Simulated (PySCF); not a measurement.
H5NSi.

```xyz
7

Si    -0.5756    -0.0027     0.0000
N      1.1463     0.0581     0.0000
H     -1.0586     0.6901     1.2196
H     -1.0586     0.6901    -1.2196
H     -1.1700    -1.3700     0.0000
H      1.6607    -0.1896     0.8302
H      1.6607    -0.1896    -0.8302
```

Geometry: ωB97X-D3(BJ)/def2-TZVP.

The numbers are results of KT2/pcSseg-2 (PySCF), not measurements. Non-relativistic, no solvent.

Computed absolute GIAO shielding of each atom: isotropic value and principal components (ppm):
| atom | σ(iso) | σ11 | σ22 | σ33 | span |
|---|---|---|---|---|---|
| Si1 | 407.0 | 361.4 | 379.3 | 480.5 | 119.1 |
| N2 | 263.7 | 232.6 | 259.7 | 298.7 | 66.1 |
| H3 | 26.5 | 23.5 | 25.1 | 30.8 | 7.3 |
| H4 | 26.5 | 23.5 | 25.1 | 30.8 | 7.3 |
| H5 | 26.2 | 22.7 | 24.4 | 31.5 | 8.8 |
| H6 | 31.7 | 24.6 | 27.8 | 42.6 | 18.1 |
| H7 | 31.7 | 24.6 | 27.8 | 42.6 | 18.1 |
